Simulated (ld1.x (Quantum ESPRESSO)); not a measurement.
**magnesium, TM: configuration errors across variants**

- Element: Mg
- Generator: ld1.x (Quantum ESPRESSO) 7.5
- Type: norm-conserving Troullier–Martins (Kleinman–Bylander form)
- Functional: PBE
- Relativity: non-relativistic
- Frozen core: [Ne]
- Valence charge: 2
- Reference configuration: 3s2 3p0
- Partial waves: 3p (bound, empty): rc 3.25 bohr; 3d channel at 0.2 Ry: rc 3.35 bohr; 3s (bound): rc 2.20 bohr
- Local potential: the s channel
- Core correction: none

All-electron excitation energies from the reference (eV): (1) 3s1 3p0 7.949; (2) 3s1.5 3p0 3.140; (3) 3s1 3p1 3.476; (4) 3s0 3p1 12.293; (5) 3s0 3p2 7.149.

2 further variants failed, have other tests or another functional or relativity, and are left out.

Errors AE − PS in meV (a dash: test not solved or not reliable):

| change | (1) | (2) | (3) | (4) | (5) | bound ghosts |
| --- | --- | --- | --- | --- | --- | --- |
| base | +9.4 | +0.6 | +13 | +139 | +76 | none |
| wave 3d channel at 0.2 Ry: rc 3.35 bohr becomes 3d channel at 0.2 Ry: rc 2.56 bohr | +9.4 | +0.6 | +13 | +139 | +76 | none |
| wave 3s (bound): rc 2.20 bohr becomes 3s (bound): rc 2.94 bohr | +8.1 | +0.7 | +9.3 | +109 | +66 | none |
| type TM semilocal; local potential the p channel | +9.4 | +0.6 | +12 | +110 | +69 | none |
| core correction a·sin(br)/r model core inside 2.34 bohr | +2.4 | -0.2 | +6.5 | +91 | +46 | none |
| wave 3p (bound): rc 3.25 bohr becomes 3p (bound): rc 3.22 bohr | +9.4 | +0.6 | +13 | +137 | +75 | none |
| all radii scaled by about 0.86 (s 1.90, p 2.80, d 2.90 bohr) | +9.5 | +0.6 | +13 | +133 | +75 | none |
| wave 3d channel at 0.2 Ry: rc 3.35 bohr becomes 3d channel at 5.74 Ry: rc 3.35 bohr | +9.4 | +0.6 | +13 | +139 | +76 | none |
| wave 3d channel at 0.2 Ry: rc 3.35 bohr becomes 3d channel at 0.32 Ry: rc 3.35 bohr | +9.4 | +0.6 | +13 | +139 | +76 | none |

(1) Give the same row for: local potential all-electron potential smoothed inside 3.30 bohr (lloc = -1).

Results:

(1) +9.1, +0.5, +12, +110, +69; bound ghosts: none.
